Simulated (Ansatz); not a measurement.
As3P5⁻: single points at one geometry.

```yaml
crystal:
  periodic: [false, false, false]
  atoms:
    - {symbol: P, position_ang: [-1.483788, 1.067260, 0.044058]}
    - {symbol: P, position_ang: [0.348376, 1.086855, 1.361905]}
    - {symbol: P, position_ang: [1.158795, -0.978842, 0.942373]}
    - {symbol: P, position_ang: [1.637073, -0.434918, -1.204264]}
    - {symbol: P, position_ang: [1.598236, 1.736670, -0.507939]}
    - {symbol: As, position_ang: [-0.156746, 0.903775, -1.929707]}
    - {symbol: As, position_ang: [-2.467989, -0.979249, 0.343091]}
    - {symbol: As, position_ang: [-0.633957, -2.401531, 0.950482]}
basis:
  gaussian: {orbitals: def2-TZVPD, initial_orbitals: start.molden}
total_charge: -1
magnetization: {spin_polarized: true, initial_magnetization: 1}
hamiltonian: {xc: pbe, dispersion: d4}
scf: {omitted_lower_state_checks: [starts]}
output: {forces: true, orbitals: {seedname: orbitals}}
```

The file start.molden holds the orbitals of an earlier run on this structure, at another level or in another basis.

```sh
$ ansatz run in.yaml --threads 4 --pin off --events-out ev --progress --plain --max-ram 6963MiB
```

It prints (some lines left out):

```
Functional definition: PBE
2596 factors; their error is unknown
mean field evaluation 1: about -228926.9101 eV, gradient 1.4e1 eV
mean field evaluation 2: about -228927.1921 eV, gradient 4.6e-1 eV
mean field evaluation 4: about -228927.1402 eV, gradient 1.0e-1 eV
mean field evaluation 8: about -228927.1402 eV, gradient 1.6e-5 eV
mean field -228927.14024896 eV, -8412.9172317604 hartree, gradient 1.6e-5 eV, S^2 0.753994; 0 other end points of the search recorded, 0 dependent functions left out
reference -228927.14029332 eV, -8412.9172333905 hartree; 88, 87 occupied and 289, 290 virtual orbitals, 2596 factors
Total energy: -228928.11699496 eV, -8412.9531265137 hartree
Atom 0 at    -1.483788     1.067260     0.044058 Å, force     0.293481    -0.102561     0.042522 eV/Å
Atom 1 at     0.348376     1.086855     1.361905 Å, force     0.020546    -0.160120    -0.383802 eV/Å
Atom 2 at     1.158795    -0.978842     0.942373 Å, force    -0.138221     0.284867    -0.203224 eV/Å
Atom 3 at     1.637073    -0.434918    -1.204264 Å, force    -0.139567     0.248397     0.256177 eV/Å
Atom 4 at     1.598236     1.736670    -0.507939 Å, force    -0.275333    -0.409712     0.080422 eV/Å
Atom 5 at    -0.156746     0.903775    -1.929707 Å, force     0.101614    -0.020457     0.226737 eV/Å
Atom 6 at    -2.467989    -0.979249     0.343091 Å, force     0.102006     0.065551     0.000437 eV/Å
Atom 7 at    -0.633957    -2.401531     0.950482 Å, force     0.035474     0.094036    -0.019268 eV/Å
Dipole moment:    -0.049573     0.080737    -0.276896 e Å
Checks for a lower state left out: starts
```

Hardware: 4 threads of Arm Neoverse V2 on a shared host. Wall time 29 s, peak host memory 1.4 GiB.

As the first input, with `hamiltonian: {xc: pbe0, dispersion: d4}`, `output: {orbitals: {seedname: orbitals}}` (abridged; 66 s):

```
Functional definition: PBE0
the host lacks memory for fits, so the integrals are decomposed
mean field -228935.51712733 eV, -8413.2250763626 hartree, gradient 2.2e-5 eV, S^2 0.758869
Total energy: -228936.36658297 eV, -8413.2562932816 hartree
Checks for a lower state left out: starts
```

As the first input, with `hamiltonian: {xc: r2scan, dispersion: d4}`, `output: {orbitals: {seedname: orbitals}}` (abridged; 66 s):

```
Functional definition: r2SCAN
mean field -228971.05302485 eV, -8414.5309965091 hartree, gradient 7.5e-5 eV, S^2 0.757843
Total energy: -228971.26095612 eV, -8414.5386378426 hartree
Checks for a lower state left out: starts
```

Geometry: PBE-D4/def2-SVP.

The structure comes from a short search, and lower isomers may exist.
